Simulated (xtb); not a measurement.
Input for xtb: GFN2-xTB on B6H10N6 (SMILES B1NBN(B2NBNBN2)BN1).

```
$ xtb mol.xyz --gfn 2 --sp --chrg 0 --uhf 0
22

B     -0.72821596    -0.00000000     0.00000000
N     -1.48776378     1.19789232     0.21789980
H     -0.98609755     2.06396948     0.37101622
B     -2.91322270     1.23043773     0.22358630
H     -3.51181299     2.26302184     0.40927725
N     -3.60532289     0.00000000    -0.00000000
H     -4.61781170     0.00000000    -0.00000000
B     -2.91322270    -1.23043773    -0.22358630
H     -3.51181299    -2.26302184    -0.40927725
N     -1.48776378    -1.19789232    -0.21789980
H     -0.98609755    -2.06396949    -0.37101622
B      1.48654751     1.09741901     0.57263378
H      0.92631047     2.04103765     1.07621026
N      0.74639359     0.00000000     0.00000000
B      1.48654751    -1.09741901    -0.57263378
H      0.92631047    -2.04103765    -1.07621026
N      2.91224030    -1.07425054    -0.56170867
H      3.40672823    -1.85535922    -0.97592363
B      3.66613964     0.00000000    -0.00000000
H      4.87215831    -0.00000000    -0.00000000
N      2.91224030     1.07425054     0.56170867
H      3.40672823     1.85535922     0.97592363
```

It printed:

```
[...]
           -------------------------------------------------
          |                Calculation Setup                |
           -------------------------------------------------



           -------------------------------------------------
          |                 G F N 2 - x T B                 |
           -------------------------------------------------

        Reference                      10.1021/acs.jctc.8b01176
      * Hamiltonian:
        H0-scaling (s, p, d)           1.850000    2.230000    2.230000
        zeta-weighting                 0.500000
      * Dispersion:
        s8                             2.700000
        a1                             0.520000
        a2                             5.000000
        s9                             5.000000
      * Repulsion:
        kExp                           1.500000    1.000000
        rExp                           1.000000
      * Coulomb:
        alpha                          2.000000
        third order                    shell-resolved
        anisotropic                    true
        a3                             3.000000
        a5                             4.000000
        cn-shift                       1.200000
        cn-exp                         4.000000
        max-rad                        5.000000


          ...................................................
          :                      SETUP                      :
          :.................................................:
          :  # basis functions                  58          :
          :  # atomic orbitals                  58          :
          :  # shells                           34          :
          :  # electrons                        58          :
          :  max. iterations                   250          :
          :  Hamiltonian                  GFN2-xTB          :
          :  restarted?                      false          :
          :  GBSA solvation                  false          :
          :  PC potential                    false          :
          :  electronic temp.          300.0000000     K    :
          :  accuracy                    1.0000000          :
          :  -> integral cutoff          0.2500000E+02      :
          :  -> integral neglect         0.1000000E-07      :
          :  -> SCF convergence          0.1000000E-05 Eh   :
          :  -> wf. convergence          0.1000000E-03 e    :
          :  Broyden damping             0.4000000          :
          :  net charge                          0          :
          :  unpaired electrons                  0          :
          ...................................................

 iter      E             dE          RMSdq      gap      omega  full diag
   1    -30.4175568 -0.304176E+02  0.102E+01    5.64       0.0  T
   2    -30.7524619 -0.334905E+00  0.644E+00    4.27       1.0  T
   3    -30.7620990 -0.963705E-02  0.267E+00    5.20       1.0  T
   4    -30.7883823 -0.262833E-01  0.866E-01    4.81       1.0  T
   5    -30.7911481 -0.276579E-02  0.607E-01    5.08       1.0  T
   6    -30.7975931 -0.644502E-02  0.866E-02    4.92       1.0  T
   7    -30.7976269 -0.337452E-04  0.425E-02    4.91       1.0  T
   8    -30.7976700 -0.431283E-04  0.855E-03    4.92       2.5  T
   9    -30.7976704 -0.378874E-06  0.515E-03    4.92       4.1  T
  10    -30.7976708 -0.452666E-06  0.917E-04    4.92      23.3  T
  11    -30.7976708 -0.142657E-07  0.410E-04    4.92      52.0  T

   *** convergence criteria satisfied after 11 iterations ***

         #    Occupation            Energy/Eh            Energy/eV
      -------------------------------------------------------------
         1        2.0000           -0.5779436             -15.7266
       ...           ...                  ...                  ...
        23        2.0000           -0.4032823             -10.9739
        24        2.0000           -0.3979848             -10.8297
        25        2.0000           -0.3970206             -10.8035
        26        2.0000           -0.3935738             -10.7097
        27        2.0000           -0.3871196             -10.5341
        28        2.0000           -0.3835478             -10.4369
        29        2.0000           -0.3752352             -10.2107 (HOMO)
        30                         -0.1943889              -5.2896 (LUMO)
        31                         -0.1771421              -4.8203
        32                         -0.1706160              -4.6427
        33                         -0.1491061              -4.0574
        34                         -0.0893097              -2.4302
       ...                                ...                  ...
        58                          0.6002460              16.3335
      -------------------------------------------------------------
                  HL-Gap            0.1808463 Eh            4.9211 eV
             Fermi-level           -0.2848121 Eh           -7.7501 eV

 SCC (total)                   0 d,  0 h,  0 min,  0.028 sec
 SCC setup                      ...        0 min,  0.000 sec (  0.943%)
 Dispersion                     ...        0 min,  0.000 sec (  0.824%)
 classical contributions        ...        0 min,  0.000 sec (  0.408%)
 integral evaluation            ...        0 min,  0.004 sec ( 14.365%)
 iterations                     ...        0 min,  0.013 sec ( 47.185%)
 molecular gradient             ...        0 min,  0.010 sec ( 34.666%)
 printout                       ...        0 min,  0.000 sec (  1.509%)

         :::::::::::::::::::::::::::::::::::::::::::::::::::::
         ::                     SUMMARY                     ::
         :::::::::::::::::::::::::::::::::::::::::::::::::::::
         :: total energy             -30.457847422442 Eh    ::
         :: gradient norm              0.036161749395 Eh/a0 ::
         :: HOMO-LUMO gap              4.921079081327 eV    ::
         ::.................................................::
         :: SCC energy               -30.797693136946 Eh    ::
         :: -> isotropic ES            0.167830007317 Eh    ::
         :: -> anisotropic ES          0.023483184314 Eh    ::
         :: -> anisotropic XC          0.007530874489 Eh    ::
         :: -> dispersion             -0.017878080005 Eh    ::
         :: repulsion energy           0.339845714504 Eh    ::
         :: add. restraining           0.000000000000 Eh    ::
         :: total charge              -0.000000000000 e     ::
         :::::::::::::::::::::::::::::::::::::::::::::::::::::

           -------------------------------------------------
          |                Property Printout                |
           -------------------------------------------------

    * Orbital Energies and Occupations

         #    Occupation            Energy/Eh            Energy/eV
      -------------------------------------------------------------
         1        2.0000           -0.5779436             -15.7266
       ...           ...                  ...                  ...
        17        2.0000           -0.4519464             -12.2981
        18        2.0000           -0.4416006             -12.0166
        19        2.0000           -0.4390377             -11.9468
        20        2.0000           -0.4375897             -11.9074
        21        2.0000           -0.4366355             -11.8815
        22        2.0000           -0.4056193             -11.0375
        23        2.0000           -0.4032823             -10.9739
        24        2.0000           -0.3979848             -10.8297
        25        2.0000           -0.3970206             -10.8035
        26        2.0000           -0.3935738             -10.7097
        27        2.0000           -0.3871196             -10.5341
        28        2.0000           -0.3835478             -10.4369
        29        2.0000           -0.3752352             -10.2107 (HOMO)
        30                         -0.1943889              -5.2896 (LUMO)
        31                         -0.1771421              -4.8203
        32                         -0.1706160              -4.6427
        33                         -0.1491061              -4.0574
        34                         -0.0893097              -2.4302
        35                         -0.0501799              -1.3655
        36                          0.0548183               1.4917
        37                          0.0635420               1.7291
        38                          0.1281808               3.4880
        39                          0.1351279               3.6770
        40                          0.1482015               4.0328
       ...                                ...                  ...
        58                          0.6002460              16.3335
      -------------------------------------------------------------
                  HL-Gap            0.1808463 Eh            4.9211 eV
             Fermi-level           -0.2848121 Eh           -7.7501 eV

     #   Z          covCN         q      C6AA      α(0)
     1   5 B        2.545     0.315    17.828     7.261
     2   7 N        2.541    -0.305    27.885     7.842
     3   1 H        0.860     0.155     1.365     1.830
     4   5 B        2.620     0.267    17.828     7.144
     5   1 H        0.922    -0.126     6.563     4.006
     6   7 N        2.541    -0.294    27.620     7.805
     7   1 H        0.860     0.150     1.403     1.855
     8   5 B        2.620     0.267    17.828     7.144
     9   1 H        0.922    -0.126     6.563     4.006
    10   7 N        2.541    -0.305    27.885     7.842
    11   1 H        0.860     0.155     1.365     1.830
    12   5 B        2.631     0.276    17.635     7.093
    13   1 H        0.923    -0.136     7.011     4.141
    14   7 N        2.517    -0.291    27.548     7.795
    15   5 B        2.631     0.276    17.635     7.093
    16   1 H        0.923    -0.136     7.011     4.141
    17   7 N        2.541    -0.293    27.590     7.801
    18   1 H        0.860     0.149     1.406     1.857
    19   5 B        2.621     0.271    17.755     7.127
    20   1 H        0.923    -0.125     6.515     3.992
    21   7 N        2.541    -0.293    27.590     7.801
    22   1 H        0.860     0.149     1.406     1.857

 Mol. C6AA /au·bohr⁶  :       5700.836654
 Mol. C8AA /au·bohr⁸  :     138642.056637
 Mol. α(0) /au        :        119.265308


Wiberg/Mayer (AO) data.
largest (>0.10) Wiberg bond orders for each atom

 ---------------------------------------------------------------------------
     #   Z sym  total        # sym  WBO       # sym  WBO       # sym  WBO
 ---------------------------------------------------------------------------
     1   5 B    3.509 --    10 N    1.176     2 N    1.176    14 N    1.036
     2   7 N    3.477 --     4 B    1.231     1 B    1.176     3 H    0.944
     3   1 H    0.976 --     2 N    0.944
     4   5 B    3.484 --     2 N    1.231     6 N    1.217     5 H    0.955
     5   1 H    0.984 --     4 B    0.955
     6   7 N    3.484 --     4 B    1.217     8 B    1.217     7 H    0.956
     7   1 H    0.977 --     6 N    0.956
     8   5 B    3.484 --    10 N    1.231     6 N    1.217     9 H    0.955
     9   1 H    0.984 --     8 B    0.955
    10   7 N    3.477 --     8 B    1.231     1 B    1.176    11 H    0.944
    11   1 H    0.976 --    10 N    0.944
    12   5 B    3.477 --    21 N    1.227    14 N    1.186    13 H    0.943
    13   1 H    0.981 --    12 B    0.943
    14   7 N    3.553 --    12 B    1.186    15 B    1.186     1 B    1.036
    15   5 B    3.477 --    17 N    1.227    14 N    1.186    16 H    0.943
    16   1 H    0.981 --    15 B    0.943
    17   7 N    3.490 --    15 B    1.227    19 B    1.217    18 H    0.956
    18   1 H    0.977 --    17 N    0.956
Note: The following floating-point exceptions are signalling: IEEE_UNDERFLOW_FLAG IEEE_DENORMAL
normal termination of xtb
    19   5 B    3.472 --    17 N    1.217    21 N    1.217    20 H    0.956
    20   1 H    0.984 --    19 B    0.956
    21   7 N    3.490 --    12 B    1.227    19 B    1.217    22 H    0.956
    22   1 H    0.977 --    21 N    0.956
 ---------------------------------------------------------------------------

Topologies differ in total number of bonds
Writing topology from bond orders to xtbtopo.mol

molecular dipole:
                 x           y           z       tot (Debye)
 q only:        0.226      -0.000       0.000
   full:        0.480      -0.000       0.000       1.219
molecular quadrupole (traceless):
                xx          xy          yy          xz          yz          zz
 q only:       -0.000      -0.000      -0.307      -0.000      -0.384       0.307
  q+dip:        0.712      -0.000       2.159      -0.000       1.899      -2.871
   full:       -1.373       0.000       0.097      -0.000      -0.570       1.277


           -------------------------------------------------
          | TOTAL ENERGY              -30.457847422442 Eh   |
          | GRADIENT NORM               0.036161749395 Eh/α |
          | HOMO-LUMO GAP               4.921079081327 eV   |
           -------------------------------------------------

------------------------------------------------------------------------
------------------------------------------------------------------------
 total:
 SCF:
```

The run finished.

Cost: roughly 0.10 core-seconds.
